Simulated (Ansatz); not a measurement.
SnEt3(SiMe3) (C9H24SiSn). Charge 0, multiplicity 1. Geometry PBE-D4/def2-SVP.

```xyz
35

Sn   -0.5409   -0.1163    0.3823
C    -2.4956   -0.2890   -0.6117
C    -2.4200   -1.0059   -1.9618
H    -2.9016    0.7384   -0.7254
H    -3.1752   -0.8208    0.0878
H    -3.4152   -1.0900   -2.4511
H    -1.7550   -0.4743   -2.6755
H    -2.0224   -2.0378   -1.8618
C     0.1463   -2.1547    0.8452
C     1.4870   -2.1815    1.5824
H     0.2048   -2.7102   -0.1145
H    -0.6515   -2.6444    1.4433
H     1.8228   -3.2164    1.8128
H     2.2958   -1.7061    0.9871
H     1.4390   -1.6363    2.5487
C    -0.8205    0.8893    2.3190
C    -1.7216    0.1028    3.2733
H    -1.2322    1.9001    2.1153
H     0.1890    1.0443    2.7550
H    -1.8497    0.6179    4.2507
H    -2.7384   -0.0486    2.8534
H    -1.3109   -0.9054    3.4924
Si    1.1912    1.0618   -1.1539
C     2.5801    1.8278   -0.1055
C     1.9397   -0.2212   -2.3414
C     0.3435    2.4290   -2.1674
H     3.3275    2.3349   -0.7526
H     3.1107    1.0538    0.4862
H     2.1782    2.5791    0.6049
H     2.4396   -1.0398   -1.7838
H     1.1587   -0.6787   -2.9827
H     2.6949    0.2500   -3.0063
H    -0.4773    2.0162   -2.7893
H    -0.0914    3.2085   -1.5087
H     1.0705    2.9237   -2.8464
```

In the def2 sets Sn takes a core potential, while STO-3G treats all electrons; there is no spin–orbit coupling.

**Question.** Estimate the orbital energies around the gap (eV) in Ansatz with HF/STO-3G, PBE-D4/def2-SVP, PBE-D4/def2-TZVP, PBE0-D4/def2-SVP, PBE0-D4/def2-TZVP.

**Answer.** 
```json
{"orbital": "HOMO−5", "HF/STO-3G": "-11.67", "PBE-D4/def2-SVP": "-7.84", "PBE-D4/def2-TZVP": "-7.95", "PBE0-D4/def2-SVP": "-9.31", "PBE0-D4/def2-TZVP": "-9.37"}
{"orbital": "HOMO−4", "HF/STO-3G": "-10.12", "PBE-D4/def2-SVP": "-7.16", "PBE-D4/def2-TZVP": "-7.23", "PBE0-D4/def2-SVP": "-8.51", "PBE0-D4/def2-TZVP": "-8.53"}
{"orbital": "HOMO−3", "HF/STO-3G": "-10.11", "PBE-D4/def2-SVP": "-7.15", "PBE-D4/def2-TZVP": "-7.23", "PBE0-D4/def2-SVP": "-8.50", "PBE0-D4/def2-TZVP": "-8.53"}
{"orbital": "HOMO−2", "HF/STO-3G": "-8.19", "PBE-D4/def2-SVP": "-5.76", "PBE-D4/def2-TZVP": "-5.83", "PBE0-D4/def2-SVP": "-6.93", "PBE0-D4/def2-TZVP": "-6.95"}
{"orbital": "HOMO−1", "HF/STO-3G": "-8.12", "PBE-D4/def2-SVP": "-5.72", "PBE-D4/def2-TZVP": "-5.79", "PBE0-D4/def2-SVP": "-6.89", "PBE0-D4/def2-TZVP": "-6.91"}
{"orbital": "HOMO", "HF/STO-3G": "-7.33", "PBE-D4/def2-SVP": "-5.43", "PBE-D4/def2-TZVP": "-5.50", "PBE0-D4/def2-SVP": "-6.50", "PBE0-D4/def2-TZVP": "-6.52"}
{"orbital": "LUMO", "HF/STO-3G": "9.63", "PBE-D4/def2-SVP": "0.01", "PBE-D4/def2-TZVP": "-0.33", "PBE0-D4/def2-SVP": "0.76", "PBE0-D4/def2-TZVP": "0.42"}
{"orbital": "LUMO+1", "HF/STO-3G": "10.75", "PBE-D4/def2-SVP": "0.04", "PBE-D4/def2-TZVP": "-0.32", "PBE0-D4/def2-SVP": "0.79", "PBE0-D4/def2-TZVP": "0.43"}
{"orbital": "LUMO+2", "HF/STO-3G": "10.95", "PBE-D4/def2-SVP": "0.18", "PBE-D4/def2-TZVP": "-0.24", "PBE0-D4/def2-SVP": "1.02", "PBE0-D4/def2-TZVP": "0.56"}
{"orbital": "LUMO+3", "HF/STO-3G": "11.89", "PBE-D4/def2-SVP": "0.71", "PBE-D4/def2-TZVP": "0.20", "PBE0-D4/def2-SVP": "1.59", "PBE0-D4/def2-TZVP": "1.00"}
{"orbital": "LUMO+4", "HF/STO-3G": "13.93", "PBE-D4/def2-SVP": "0.87", "PBE-D4/def2-TZVP": "0.53", "PBE0-D4/def2-SVP": "1.75", "PBE0-D4/def2-TZVP": "1.44"}
{"orbital": "LUMO+5", "HF/STO-3G": "14.80", "PBE-D4/def2-SVP": "1.48", "PBE-D4/def2-TZVP": "0.89", "PBE0-D4/def2-SVP": "2.33", "PBE0-D4/def2-TZVP": "1.69"}
```
